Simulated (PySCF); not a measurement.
B3LYP has the VWN-RPA correlation part, as in Gaussian. Delta-SCF ions had no search for a lower state. Excitations are Tamm–Dancoff values on a coarser integration grid. The basis has no diffuse functions, so Rydberg states are missing or too high.

Cartesian coordinates (Å):
SMILES: [OH][In]([OH])[OH]
```xyz
7

O      1.3712    -1.4183     0.2507
In     0.0002    -0.0002     0.0000
O      0.5592     1.8945    -0.2268
O     -1.9302    -0.4760    -0.0238
H      2.2655    -1.0587     0.2432
H     -0.1974     2.4811    -0.3391
H     -2.0686    -1.4223     0.0958
```
Charge 0, spin multiplicity 1.

Question: Predict the total energy, HOMO, vertical ionisation energy (Delta-SCF), S1 excitation (TDA), T1 excitation (TDA), S1–T1 gap (TDA), dipole moment and brightest of the four lowest singlets (TDA) from B3LYP-D3(BJ)/def2-TZVP run with PySCF 2.14.0.

Answer: 
```json
{
  "total_energy": "-417.8357 Ha",
  "HOMO": "-8.40 eV",
  "vertical ionisation energy (Delta-SCF)": "10.75 eV",
  "S1 excitation (TDA)": "4.75 eV",
  "T1 excitation (TDA)": "4.37 eV",
  "S1–T1 gap (TDA)": "0.38 eV",
  "dipole_moment": "0.00 D",
  "brightest of the four lowest singlets (TDA)": "5.78 eV"
}
```
